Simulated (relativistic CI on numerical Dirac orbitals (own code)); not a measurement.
Computed by Dirac-Coulomb-Breit CI, separate exchange-only KLI orbitals for each configuration, QED by a radiative potential, unscaled Slater integrals (own radial code, finite nucleus).

Configurations in the expansion (outside the closed core [Ne]): 3s²3p⁶3d³, 3s²3p⁵3d⁴, 3s3p⁶3d⁴, 3s²3p⁶3d²4s, 3s²3p⁶3d²4p, 3s²3p⁶3d²4d, 3s²3p⁶3d²4f, 3s²3p⁵3d³4s, 3s²3p⁵3d³4p, 3s²3p⁶3d4s4p, 3s²3p⁶3d²5s, 3s²3p⁶3d²5p, 3s3p⁶3d³4s, 3s²3p⁶3d²5d, 3s²3p⁶3d4p4d, 3s²3p⁶3d²5f, 3s²3p⁶3d²5g, 3s3p⁶3d³4p, 3s²3p⁶3d²6s, 3p⁶3d⁴4p, 3s²3p⁶3d²6p, 3s²3p⁶3d²6d, 3p⁶3d⁵, 3p⁵3d⁶, 3s²3p⁶3d4s², 3s²3p⁶4s²4p, 3s²3p⁶4s²4d, 3s²3p⁶4s²4f, 3s²3p⁶3d4p², 3s²3p⁶4s4p², 3s²3p⁶4p³, 3s²3p⁶4p²4d, 3s²3p⁶4p²4f, 3s²3p⁶3d4s4d, 3s²3p⁶4s4p4d, 3s²3p⁶4s4d², 3s²3p⁶4s4d4f, 3p⁶3d⁴4s, 3p⁵3d⁵4s, 3s²3p⁶3d4d², 3s²3p⁶4p4d², 3s²3p⁶4d³, 3s²3p⁶4d²4f, 3s3p⁶3d²4s², 3s3p⁶3d4s²4p, 3s3p⁶3d4s²4d, 3s3p⁶3d4s²4f. Double excitations out of closed p, d and f shells are left out; levels of such configurations are missing from the list, as are those of other unlisted configurations, and high levels can miss mixing partners. These lack a partner that the ground configuration has and come out too high: 3s²3p⁵3d³4p.

At this charge energies of transitions that change n are usually good to better than 1 %, and those within a shell (Δn = 0) to a few per cent. Terms inside the open d or f shell come out 10 to 20 % too wide with unscaled integrals.

Outline of the computed level scheme of Sr XVIII. Lowest level of each configuration: 3s²3p⁶3d³ ⁴F3/2 at 0.000 eV; 3s²3p⁵3d⁴ ⁶D°7/2 at 102.244 eV.

Some strong electric-dipole decays among the lowest 45 levels: 3s²3p⁵3d⁴ ⁴G°9/2 → 3s²3p⁶3d³ ⁴F7/2 (5.4e+09 s⁻¹); 3s²3p⁵3d⁴ ⁴G°11/2 → 3s²3p⁶3d³ ⁴F9/2 (4.1e+09 s⁻¹); 3s²3p⁵3d⁴ ⁴H°7/2 → 3s²3p⁶3d³ ⁴F5/2 (2.8e+09 s⁻¹).

LS names give the leading component of a level, which can be under half, so a name can repeat, a term be missing and a line seem to break the LS rules.
